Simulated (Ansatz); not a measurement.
Scan of H3Si (cation, charge +1), singlet: umbrella (inversion) coordinate, bond length relaxed. Scanned: angle between the Si-H bonds and the threefold axis (90 = planar). Other coordinates (Si-H bond length) were minimised at B3LYP/def2-TZVP.

Computed with: CCSDT/def2-SVP = CCSDT on RHF/def2-SVP, frozen core (Ansatz, an electronic-structure program); CCSD(T)/def2-SVP = CCSD(T) on RHF/def2-SVP, frozen core run with Ansatz; RKS-BLYP/def2-SVP = Ansatz with restricted BLYP/def2-SVP.

Energies in kcal/mol, each method relative to its own lowest point.

```csv
a / °,CCSDT/def2-SVP,CCSD(T)/def2-SVP,RKS-BLYP/def2-SVP
90,0.0,0.0,0.0
93.23,0.6,0.6,…
96.64,2.4,2.4,2.3
99.30,4.8,4.8,4.5
101.44,7.2,7.3,6.8
104.51,11.7,11.7,11.0
108.65,19.3,19.4,18.3
110.73,23.9,24.0,22.7
113.56,31.0,31.0,29.5
117.43,42.2,42.3,40.4
119.70,49.6,49.7,47.7
122.38,59.2,59.4,57.2
126.51,76.0,76.2,73.9
128.66,85.6,85.9,83.7
132,102.0,102.2,100.4
```

### Question
Some entries are withheld; supply them.

### Answer

- 93.23, RKS-BLYP/def2-SVP: 0.5
